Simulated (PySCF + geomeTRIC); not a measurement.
The multiplicity is imposed and other spin states were not computed.

Method: BP86-D3(BJ)/def2-SVP run with PySCF + geomeTRIC. fastk is a local helper that only speeds up exchange builds. No frequencies were computed at this level.

```python
import json, numpy as np
from pyscf import gto, dft
from fastk import lowrank_exchange
atoms = """
Mo     0.059984     0.084969    -0.021223
O      2.012097    -1.642036    -1.716801
C      1.274551    -1.044625    -1.089934
O      1.850257     2.535124    -0.608028
C      1.191183     1.631810    -0.391658
O     -1.786810     1.957121     1.637682
C     -1.138622     1.236879     1.041701
O     -1.603277     0.711667    -2.568991
C     -0.989273     0.488548    -1.638985
O      1.737461    -0.514468     2.523812
C      1.129672    -0.288401     1.590430
C     -0.892606    -1.857015     0.971821
C     -1.630582    -1.585449    -0.149573
H     -0.175633    -2.673816     0.955299
H     -1.298120    -1.614283     1.950629
H     -2.612328    -1.130494    -0.046446
H     -1.490027    -2.190287    -1.041687
"""
def scf(charge, spin, dm0=None):
    mol = gto.M(atom=atoms, basis='def2-svp', ecp={'Mo': 'def2-svp'}, charge=charge, spin=spin, verbose=3, max_memory=15120)
    mf = dft.KS(mol, xc='bp86').density_fit(auxbasis="def2-universal-jkfit")
    mf.disp = 'd3bj'
    mf.grids.level = 3
    mf.conv_tol = 1e-8
    mf.max_cycle = 120
    mf.level_shift = 0.25
    mf.kernel(dm0)
    if not mf.converged:
        mf = mf.newton().run(mf.mo_coeff, mf.mo_occ).undo_soscf()
    return mf
mf = scf(0, 0)
from pyscf.geomopt.geometric_solver import kernel as optimize
path = []
done, mol = optimize(mf, maxsteps=120, assert_convergence=False, callback=lambda env: path.append((env["energy"], bool(env["g_scanner"].converged))))
res = dict(converged=bool(done and path[-1][1]), energy=path[-1][0], path=[e for e, c in path], xyz=mol.atom_coords(unit="Angstrom").tolist(), nao=mol.nao)
json.dump(res, open("result.json", "w"))
```

Output:

```
converged SCF energy = -713.251299443514
Geometry optimization cycle 1
converged SCF energy = -713.251299438184
cycle 1: E = -713.251299438  dE = -713.251  norm(grad) = 0.140335
Geometry optimization cycle 2
converged SCF energy = -713.26919283413
cycle 2: E = -713.269192834  dE = -0.0178934  norm(grad) = 0.0426177
Geometry optimization cycle 3
converged SCF energy = -713.27201011664
cycle 3: E = -713.272010117  dE = -0.00281728  norm(grad) = 0.0137987
Geometry optimization cycle 4
converged SCF energy = -713.271862523361
cycle 4: E = -713.271862523  dE = 0.000147593  norm(grad) = 0.0141448
Geometry optimization cycle 5
converged SCF energy = -713.272499583263
cycle 5: E = -713.272499583  dE = -0.00063706  norm(grad) = 0.00724956
Geometry optimization cycle 6
converged SCF energy = -713.27266623474
cycle 6: E = -713.272666235  dE = -0.000166651  norm(grad) = 0.00336992
Geometry optimization cycle 7
converged SCF energy = -713.272738795781
cycle 7: E = -713.272738796  dE = -7.2561e-05  norm(grad) = 0.00206323
Geometry optimization cycle 8
converged SCF energy = -713.272768877121
cycle 8: E = -713.272768877  dE = -3.00813e-05  norm(grad) = 0.00101052
Geometry optimization cycle 9
converged SCF energy = -713.272774604163
cycle 9: E = -713.272774604  dE = -5.72704e-06  norm(grad) = 0.000556151
Geometry optimization cycle 10
converged SCF energy = -713.272775867132
cycle 10: E = -713.272775867  dE = -1.26297e-06  norm(grad) = 0.000445878
Geometry optimization cycle 11
converged SCF energy = -713.27277503673
cycle 11: E = -713.272775037  dE = 8.30401e-07  norm(grad) = 0.000717368
Geometry optimization cycle 12
converged SCF energy = -713.272775197906
cycle 12: E = -713.272775198  dE = -1.61176e-07  norm(grad) = 0.000643725
Geometry optimization cycle 13
converged SCF energy = -713.272776276576
cycle 13: E = -713.272776277  dE = -1.07867e-06  norm(grad) = 0.000500264
Geometry optimization cycle 14
converged SCF energy = -713.272777326001
cycle 14: E = -713.272777326  dE = -1.04943e-06  norm(grad) = 0.000294012
Geometry optimization cycle 15
converged SCF energy = -713.272778053988
cycle 15: E = -713.272778054  dE = -7.27986e-07  norm(grad) = 0.000450573
Geometry optimization cycle 16
converged SCF energy = -713.272778246198
cycle 16: E = -713.272778246  dE = -1.9221e-07  norm(grad) = 0.000196877
Geometry optimization cycle 17
converged SCF energy = -713.272778304826
cycle 17: E = -713.272778305  dE = -5.86281e-08  norm(grad) = 0.000101723
Geometry optimization cycle 18
converged SCF energy = -713.272778351521
cycle 18: E = -713.272778352  dE = -4.66954e-08  norm(grad) = 0.000125842
<class 'geometric.internal.Distance'> : 17
<class 'geometric.internal.Angle'> : 14
<class 'geometric.internal.LinearAngle'> : 18
<class 'geometric.internal.OutOfPlane'> : 23
<class 'geometric.internal.Dihedral'> : 36
<class 'geometric.internal.TranslationX'> : 1
<class 'geometric.internal.TranslationY'> : 1
<class 'geometric.internal.TranslationZ'> : 1
<class 'geometric.internal.RotationA'> : 1
<class 'geometric.internal.RotationB'> : 1
<class 'geometric.internal.RotationC'> : 1
Step    0 : Gradient = 3.404e-02/5.682e-02 (rms/max) Energy = -713.2512994382
Step    1 : Displace = 1.073e-01/1.881e-01 (rms/max) Trust = 1.000e-01 (=) Grad = 1.034e-02/1.834e-02 (rms/max) E (change) = -713.2691928341 (-1.789e-02) Quality = 0.644
Step    2 : Displace = 5.247e-02/9.426e-02 (rms/max) Trust = 1.000e-01 (=) Grad = 3.347e-03/6.119e-03 (rms/max) E (change) = -713.2720101166 (-2.817e-03) Quality = 1.157
Step    3 : Displace = 6.834e-02/1.769e-01 (rms/max) Trust = 1.414e-01 (+) Grad = 3.431e-03/7.918e-03 (rms/max) E (change) = -713.2718625234 (+1.476e-04) Quality = -0.166
Step    4 : Displace = 3.285e-02/6.881e-02 (rms/max) Trust = 3.417e-02 (-) Grad = 1.758e-03/3.067e-03 (rms/max) E (change) = -713.2724995833 (-6.371e-04) Quality = 1.031
Step    5 : Displace = 1.375e-02/3.495e-02 (rms/max) Trust = 4.832e-02 (+) Grad = 8.173e-04/1.712e-03 (rms/max) E (change) = -713.2726662347 (-1.667e-04) Quality = 1.260
Step    6 : Displace = 1.262e-02/3.274e-02 (rms/max) Trust = 6.834e-02 (+) Grad = 5.004e-04/1.165e-03 (rms/max) E (change) = -713.2727387958 (-7.256e-05) Quality = 1.239
Step    7 : Displace = 1.394e-02/2.940e-02 (rms/max) Trust = 9.664e-02 (+) Grad = 2.451e-04/4.993e-04 (rms/max) E (change) = -713.2727688771 (-3.008e-05) Quality = 0.873
Step    8 : Displace = 4.280e-03/8.899e-03 (rms/max) Trust = 1.367e-01 (+) Grad = 1.349e-04/2.732e-04 (rms/max) E (change) = -713.2727746042 (-5.727e-06) Quality = 0.875
Step    9 : Displace = 1.464e-03/3.015e-03 (rms/max) Trust = 1.933e-01 (+) Grad = 1.081e-04/2.279e-04 (rms/max) E (change) = -713.2727758671 (-1.263e-06) Quality = 0.571
Step   10 : Displace = 4.311e-03/1.094e-02 (rms/max) Trust = 1.933e-01 (=) Grad = 1.740e-04/3.419e-04 (rms/max) E (change) = -713.2727750367 (+8.304e-07) Quality = -0.119
Step   11 : Displace = 2.011e-03/4.954e-03 (rms/max) Trust = 2.156e-03 (-) Grad = 1.561e-04/3.009e-04 (rms/max) E (change) = -713.2727751979 (-1.612e-07) Quality = 0.033
Step   12 : Displace = 1.043e-03/2.470e-03 (rms/max) Trust = 1.005e-03 (-) Grad = 1.200e-04/2.093e-04 (rms/max) E (change) = -713.2727762766 (-1.079e-06) Quality = 0.794
Step   13 : Displace = 1.450e-03/3.292e-03 (rms/max) Trust = 1.422e-03 (+) Grad = 6.876e-05/1.267e-04 (rms/max) E (change) = -713.2727773260 (-1.049e-06) Quality = 0.707
Step   14 : Displace = 1.472e-03/3.594e-03 (rms/max) Trust = 1.422e-03 (=) Grad = 1.076e-04/1.854e-04 (rms/max) E (change) = -713.2727780540 (-7.280e-07) Quality = 1.958
Step   15 : Displace = 1.063e-03/2.551e-03 (rms/max) Trust = 2.011e-03 (+) Grad = 4.405e-05/8.445e-05 (rms/max) E (change) = -713.2727782462 (-1.922e-07) Quality = 0.465
Step   16 : Displace = 1.099e-03/2.839e-03 (rms/max) Trust = 2.011e-03 (=) Grad = 1.549e-05/2.818e-05 (rms/max) E (change) = -713.2727783048 (-5.863e-08) Quality = 0.263
Step   17 : Displace = 3.540e-04/7.601e-04 (rms/max) Trust = 2.011e-03 (=) Grad = 2.373e-05/4.790e-05 (rms/max) E (change) = -713.2727783515 (-4.670e-08) Quality = 1.673
Converged! =D
```

Cost: very roughly 30 core-minutes.
